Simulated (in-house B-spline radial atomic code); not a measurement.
Ti⁴⁺. Computed with a B-spline radial atomic code. Model: all-electron spherical atom, spin shells full or empty, radial basis limit, no spin-orbit coupling, Breit or QED, empty-state partial waves extrapolated as (l+1/2)^-4, RPA, G0W0 and static COHSEX of the highest shell as one setting changes (uncorrelated shells keep exact exchange).

Empty levels are discrete states of a finite basis, so the steps are uneven.

Given: element Ti; charge 4; filled core Ne; hamiltonian one-electron scalar X2C; mean-field start r2SCAN; highest l of empty states 9; nuclear rms radius 3.5921 fm; lowest nl shells left uncorrelated 0; highest mean-field shell 3p; box radius 11.96 bohr.

Shell: 3s 1 1, 3p 3 3 (electrons up and down).

```json
{"highest empty level kept (hartree)": "8.33", "RPA correlation energy (hartree)": "-0.46958", "G0W0 level (eV)": "-98.761", "G0W0 minus most complete (meV)": "739.7", "COHSEX level (eV)": "-101.09", "linearised minus solved G0W0 (meV)": "-15.2"}
{"highest empty level kept (hartree)": "16.67", "RPA correlation energy (hartree)": "-0.58152", "G0W0 level (eV)": "-99.035", "G0W0 minus most complete (meV)": "465.7", "COHSEX level (eV)": "-101.95", "linearised minus solved G0W0 (meV)": "-16.2"}
{"highest empty level kept (hartree)": "29.17", "RPA correlation energy (hartree)": "?", "G0W0 level (eV)": "?", "G0W0 minus most complete (meV)": "?", "COHSEX level (eV)": "?", "linearised minus solved G0W0 (meV)": "?"}
{"highest empty level kept (hartree)": "50", "RPA correlation energy (hartree)": "-0.80908", "G0W0 level (eV)": "-99.323", "G0W0 minus most complete (meV)": "178.1", "COHSEX level (eV)": "-102.78", "linearised minus solved G0W0 (meV)": "-17.4"}
{"highest empty level kept (hartree)": "83.33", "RPA correlation energy (hartree)": "-0.90848", "G0W0 level (eV)": "-99.394", "G0W0 minus most complete (meV)": "106.8", "COHSEX level (eV)": "-102.97", "linearised minus solved G0W0 (meV)": "-17.7"}
{"highest empty level kept (hartree)": "150", "RPA correlation energy (hartree)": "-0.99362", "G0W0 level (eV)": "-99.44", "G0W0 minus most complete (meV)": "60.7", "COHSEX level (eV)": "-103.1", "linearised minus solved G0W0 (meV)": "-17.9"}
{"highest empty level kept (hartree)": "250", "RPA correlation energy (hartree)": "-1.0432", "G0W0 level (eV)": "-99.463", "G0W0 minus most complete (meV)": "37.4", "COHSEX level (eV)": "-103.18", "linearised minus solved G0W0 (meV)": "-18"}
{"highest empty level kept (hartree)": "500", "RPA correlation energy (hartree)": "-1.1137", "G0W0 level (eV)": "-99.486", "G0W0 minus most complete (meV)": "14.4", "COHSEX level (eV)": "-103.25", "linearised minus solved G0W0 (meV)": "-18.1"}
{"highest empty level kept (hartree)": "1000", "RPA correlation energy (hartree)": "-1.1565", "G0W0 level (eV)": "-99.496", "G0W0 minus most complete (meV)": "4.6", "COHSEX level (eV)": "-103.27", "linearised minus solved G0W0 (meV)": "-18.2"}
{"highest empty level kept (hartree)": "2083.3", "RPA correlation energy (hartree)": "?", "G0W0 level (eV)": "?", "G0W0 minus most complete (meV)": "?", "COHSEX level (eV)": "?", "linearised minus solved G0W0 (meV)": "?"}
{"highest empty level kept (hartree)": "5000", "RPA correlation energy (hartree)": "-1.1853", "G0W0 level (eV)": "-99.501", "G0W0 minus most complete (meV)": "0.2", "COHSEX level (eV)": "-103.28", "linearised minus solved G0W0 (meV)": "-18.2"}
{"highest empty level kept (hartree)": "16667", "RPA correlation energy (hartree)": "-1.1885", "G0W0 level (eV)": "-99.501", "G0W0 minus most complete (meV)": "0", "COHSEX level (eV)": "-103.28", "linearised minus solved G0W0 (meV)": "-18.2"}
```

(1) What follows for highest empty level kept = 29.17?

(2) What follows for highest empty level kept = 2083.3?

Answers

(1) RPA correlation energy -0.68142 hartree; G0W0 level -99.192 eV; G0W0 minus most complete 308.8 meV; COHSEX level -102.42 eV; linearised minus solved G0W0 -16.9 meV.

(2) RPA correlation energy -1.1774 hartree; G0W0 level -99.499 eV; G0W0 minus most complete 1.2 meV; COHSEX level -103.28 eV; linearised minus solved G0W0 -18.2 meV.
